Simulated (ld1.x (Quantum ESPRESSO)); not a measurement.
# cadmium (Cd), RRKJ: configuration errors across variants

ld1.x (Quantum ESPRESSO) 7.5 input, shortened:

```
&input
   title='Cd', zed=48., rel=1, dft='PBESOL', iswitch=3,
   config='[Kr] 4d10 5s1.75 5p0.25'
 /
 &inputp
   pseudotype=2, tm=.false., rho0=0.01, lloc=-2, rcloc=1.80,
   nlcc=.false.
 /
3
5S  1  0   1.75   0.00  2.25  2.25  0.0
5P  2  1   0.25   0.00  2.20  2.20  0.0
4D  3  2  10.00   0.00  1.60  1.60  0.0
 &test
   configts(1)='4d10 5s1.75 5p0.25'
 /
```

All-electron excitation energies from the reference (eV): (1) 4d10 5s2 5p0 -1.149; (2) 4d10 5s1 5p0 8.159; (3) 4d10 5s0 5p0 25.255; (4) 4d8 5s0 5p0 117.293; (5) 4d10 5s1 5p1 3.580; (6) 4d10 5s0 5p2 8.617; (7) 4d9 5s0 5p0 63.253.

4 further variants failed, have other tests or another functional or relativity, and are left out.

A true bound ghost makes a file unfit for plane-wave use even where its test errors are small: the radial tests pick states by their node count and pass the ghost by.

Errors AE − PS in meV (a dash: test not solved or not reliable):

```tsv
change	(1)	(2)	(3)	(4)	(5)	(6)	(7)	bound ghosts
base	+0.2	-0.6	+3.3	-171	+0.3	+5.1	+23	none
local potential all-electron potential smoothed inside 2.00 bohr (lloc = -2)	+0.1	-1.2	+3.1	-273	+0.2	+4.6	-3.9	none
wave 5s (bound): rc 2.25 bohr becomes 5s (bound): rc 2.20 bohr	+0.2	-0.7	+2.5	-168	+0.3	+4.7	+23	none
core correction a·sin(br)/r model core inside 0.66 bohr	0.0	-4.0	-35	-474	-0.9	-2.4	-87	none
type TM; local potential all-electron potential smoothed inside 1.40 bohr (lloc = -1); rho0 0	+0.1	-2.4	-2.8	-68	-0.7	-2.5	+45	s, p
wave 5p (bound): rc 2.20 bohr becomes 5p (bound): rc 1.98 bohr	+0.1	-0.3	+3.9	-177	+0.1	+4.0	+20	none
all radii scaled by about 1.31 (s 2.94, p 2.88, d 2.08 bohr); local potential all-electron potential smoothed inside 2.34 bohr (lloc = -2)	0.0	+1.5	+0.4	-553	-2.8	-20	-205	none
local potential all-electron potential smoothed inside 2.20 bohr (lloc = -1)	+0.2	-0.3	+3.1	-231	+0.4	+5.0	+6.3	none
```

**Question.** Give the same row for: wave 4d (bound): rc 1.60 bohr becomes 4d (bound): rc 1.02 bohr.

**Answer.** +0.1, -1.1, -0.2, -189, +0.2, +4.2, +24; bound ghosts: none.
